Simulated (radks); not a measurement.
The numbers below are computed, except where a source is named.
Isoelectronic series with 3 electrons, all held in the configuration [He] 2s1, which need not be the ground one along the series. Code: a radial shooting solver on a logarithmic mesh with Libxc functionals. Model: Dirac Kohn-Sham, PBE, spin-unpolarised, spherical densities, finite nucleus; Fermi nuclear charge, rms radius of each element as measured or else 0.836 A^(1/3) + 0.57 fm. Total energies (hartree) and mean radii <r> (bohr):

| ion | E (hartree) | 2s1/2 | 1s1/2 |
|---|---|---|---|
| Li | -7.45220 | 3.907 | 0.5819 |
| Be+ | -14.28190 | 2.289 | 0.4198 |
| B2+ | -23.36689 | 1.640 | 0.3282 |
| C3+ | -34.70685 | 1.282 | 0.2693 |
| N4+ | -48.30321 | 1.054 | 0.2283 |
| O5+ | -64.15805 | 0.8947 | 0.1981 |
| F6+ | -82.27396 | 0.7775 | 0.1749 |
| Ne7+ | -102.65393 | 0.6876 | 0.1566 |
| Mg9+ | -150.22008 | 0.5584 | 0.1294 |
| Al10+ | -177.41422 | 0.5104 | 0.1191 |
